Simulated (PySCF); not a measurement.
dichlorosilane (H2Cl2Si), SMILES [SiH2](Cl)Cl.

Geometry: B3LYP-D3(BJ)/def2-TZVP.

Vertical ionisation energy (IE) and electron affinity (EA) in eV. Rows of orbital energies are one-electron estimates. Where ΔSCF, EOM or ADC give a negative EA the extra electron is unbound and the value depends on the basis.

| level | IE | EA |
|---|---|---|
| −ε(HOMO), −ε(LUMO), PBE0/def2-TZVPD (PySCF) | 9.15 | 0.34 |
| ADC(2)/aug-cc-pVDZ (PySCF) | (withheld) | (withheld) |

Task: Complete the blanks. (The exact figures need the calculation; the answer reports its results.)

Result: 
- ADC(2)/aug-cc-pVDZ (PySCF), IE: 11.35
- ADC(2)/aug-cc-pVDZ (PySCF), EA: -0.87

Task: Beyond the first one, list the lowest photoelectron lines from ADC(2)/aug-cc-pVDZ in PySCF with their pole strengths (two spins summed). (Estimate from the structure and the level; the computed values follow.)

Result: 11.51 eV (1.80), 11.89 eV (1.80), 12.01 eV (1.81), 14.00 eV (1.80), 14.09 eV (1.81).
